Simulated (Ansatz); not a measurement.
Basis sets compared for K9H8⁺ (the lowest singlet isomer of a short search). Charge 1, multiplicity 1. Geometry r2SCAN-D4/def2-SVP, loosely relaxed. Ansatz on 4 threads of Arm Neoverse V2 on a shared host; times are rough, and most runs start from earlier orbitals.

Cartesian coordinates in Å:
```
K -3.551 -0.041 1.857
K -0.760 -2.703 1.866
K 0.904 0.904 4.213
K 1.402 -0.629 -2.744
K -2.594 -1.661 -1.610
K -1.677 2.002 -2.653
K -0.018 0.865 0.535
K 3.222 2.638 -1.221
K 3.355 -1.017 0.683
H -2.598 0.934 -0.397
H -1.088 -0.137 3.038
H 3.664 0.215 -1.516
H -3.012 -2.344 0.868
H -1.129 -0.415 -3.340
H 0.755 2.221 -1.665
H 0.827 -1.752 -0.026
H 2.298 0.921 2.114
```

The geometry of the charge 1 singlet is only loosely relaxed. The structure comes from a short search, and lower isomers may exist.

```
           level  functions  energy (Eh)  HOMO (eV)  LUMO (eV)  wall time
       HF/STO-3G        125   -5342.1897      -6.71       2.96      1.9 s
 PBE-D4/def2-SVP        256   -5401.3354      -5.99      -3.44       15 s
PBE0-D4/def2-SVP        256   -5401.7925      -6.99      -2.94       22 s
```

Q: Estimate the rows for HF/def2-TZVP, PBE-D4/def2-TZVP (with forces), PBE0-D4/def2-TZVP.

A: 
```tsv
level	functions	energy (Eh)	HOMO (eV)	LUMO (eV)	wall time
HF/def2-TZVP	345	-5396.9447	-9.59	-1.77	23 s
PBE-D4/def2-TZVP (with forces)	345	-5402.0511	-6.04	-3.42	22 s
PBE0-D4/def2-TZVP	345	-5402.4960	-7.04	-2.92	35 s
```
